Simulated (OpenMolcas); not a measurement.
## W4+: ligand-field states by method

W4+ with 6 ligands (fluoride) in octahedral coordination (Oh) at 1.97 Å. A charge of +0.333 e stands 2.6 Å behind each ligand. Ligand basis ANO-RCC-VDZP.
```
W     0.0000    0.0000    0.0000
F     1.9700    0.0000    0.0000
F     0.0000    1.9700    0.0000
F    -1.9700    0.0000    0.0000
F     0.0000   -1.9700    0.0000
F     0.0000    0.0000    1.9700
F     0.0000    0.0000   -1.9700
```

```yaml
Program: OpenMolcas 26.06
Basis: ANO-RCC-VTZP [8s7p5d3f2g1h]
Scalar_Hamiltonian: DKH2, point nucleus
Active_space: 2 electrons in 5 orbitals (5d)
State_averaging: 2S+1 = 3 even, 10 roots; 2S+1 = 1 even, 15 roots
Spin-orbit_coupling: RASSI with atomic mean-field integrals over the reference wave functions
```

I. CASSCF
II. SS-CASPT2, IPEA 0.25 Eh, imaginary shift 0.1 Eh (the lowest 17 gerade and 15 ungerade orbitals frozen, chosen by energy and not by shell, so the metal 5p can be frozen and 4f correlated)

Spin-free states (labels of O, the rotations of Oh) in cm-1, each column counted from its own energy of the first state listed:

| State | Degeneracy | I | II |
| --- | --- | --- | --- |
| 3T1 | 3 | 0 | 0 |
| 1T2 | 3 | 10102 | 7790 |
| 1E | 2 | 10115 | 7900 |
| 1A1 | 1 | 23355 | 18500 |
| 3T2 | 3 | 32989 | 32910 |
| 3T1 | 3 | 41711 | 39630 |
| 1T2 | 3 | 43980 | 41080 |
| 1T1 | 3 | 46453 | 43570 |
| 3A2 | 1 | 67529 | 67360 |
| 1E | 2 | 78584 | 74620 |
| 1A1 | 1 | 90732 | 83530 |

From I to II, I's first state of the same spin (3T2) moves from 32989 to 32910 cm-1, by about -83 cm-1.

From I to II, I's first state of another spin (1T2) moves from 10102 to 7790 cm-1, by about -2300 cm-1.

I: A least-squares ligand-field fit to the states below 45000 cm-1, each weighted by its degeneracy and with a free common offset, gives 10Dq = 34439 cm-1, B = 700 cm-1 and C = 2748 cm-1 (C/B = 3.92), with an rms deviation of 99 cm-1. The same method and metal basis give the free ion B = 803 cm-1 (fit to its terms below 60000 cm-1, rms deviation 19 cm-1), so the nephelauxetic ratio is β = 700 / 803 = 0.87; it hangs on how both fits weigh the states, and computed free-ion B values tend to be too large, so β mixes covalency with correlation.

II: A least-squares ligand-field fit to the states below 45000 cm-1, each weighted by its degeneracy and with a free common offset, gives 10Dq = 33937 cm-1, B = 554 cm-1 and C = 2085 cm-1 (C/B = 3.76), with an rms deviation of 168 cm-1. The same method and metal basis give the free ion B = 790 cm-1 (fit to its terms below 60000 cm-1, rms deviation 602 cm-1), so the nephelauxetic ratio is β = 554 / 790 = 0.70; it hangs on how both fits weigh the states, and computed free-ion B values tend to be too large, so β mixes covalency with correlation.

From I to II, 10Dq changes by -1 %, B by -21 % and C by -24 %.

χT at 300 K: I 0.13, II 0.12 cm3 K/mol.

The states above are spin-free; spin-orbit coupling is strong here and shifts and splits them by thousands of cm-1.

Roots that are degenerate in the reference are averaged as groups; the widest CASPT2 spread within a group is 81 cm-1 (the 3-fold group of multiplicity 3 near 32900 cm-1 above the lowest state of its run, II). Shifts and gaps below about the spread of the groups concerned are not significant. Over all roots computed the reference weight is 0.70 to 0.71 in II; a low but even weight reflects the number of correlated electrons. An orbital triplet at a regular site is open to Jahn-Teller coupling, which can distort the site and quench the lowest spin-orbit gaps and is left out. The least metal-like active orbital is 77 % on the metal (Löwdin) and no ligand orbital is active, so the numbers are rough. Ligand-to-metal charge-transfer states are missing. With no ligand orbital active B as a rule stays too high, so bands that hang on it stand too high and its fall with covalency is understated. Without dynamic correlation the repulsion within the d shell is too large (B by tens of per cent), so at a given field states of lower spin stand too high (holds for I). With metal d orbitals alone the field can be off either way by tens of per cent (holds for I). With one d shell and no ligand orbital active, 10Dq can be off by a tenth or more (holds for II). No measured value stands beside these numbers; the geometry is a model, was not optimised and need not be the one that this ion takes.
